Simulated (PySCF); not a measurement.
**C₆ coefficients of unlike pairs at PBE**

Calculated with PySCF 2.14 from the dipole response of each species, C₆(A,B) = (3/π) ∫ α_A(iu) α_B(iu) du, in atomic units, from isotropic polarisabilities. For ions this is the dispersion term alone; charge-induced terms of lower order in 1/R come first.

```
species           configuration                                                               basis      relativity  α (bohr³)  C₆ (like pair)
   Sb²⁺  [Kr] 4d10 5s2 5p1 (2P)  def2-TZVPPD with the def2 core potential (28 electrons) (7s5p4d2f)  core potential      15.51           96.70
   Fe²⁺           [Ar] 3d6 (5D)                                      aug-cc-pwCVTZ-DK (10s9p7d4f3g)   spin-free X2C      4.037           11.82
    F²⁺       [He] 2s2 2p3 (4S)                                              dyall-av3z (15s9p3d2f)            none      1.252           1.594
   Mn³⁺           [Ar] 3d4 (5D)                                            def2-TZVPPD (6s6p4d2f1g)            none      1.871           4.547
```

(1) Estimate C₆ for Mn³⁺ with F²⁺.

No spin-orbit coupling is included.

The other pairs:

| pair | C₆ |
| --- | --- |
| F²⁺, Sb²⁺ | 11.47 |
| Mn³⁺, Fe²⁺ | 7.179 |
| F²⁺, Fe²⁺ | 4.316 |
| Mn³⁺, Sb²⁺ | 18.53 |
| Fe²⁺, Sb²⁺ | 32.43 |

Results:

(1) The integral gives 2.676. The combination rule 2 C_A C_B / (C_A α_B/α_A + C_B α_A/α_B) gives 2.672 and the geometric mean 2.692.
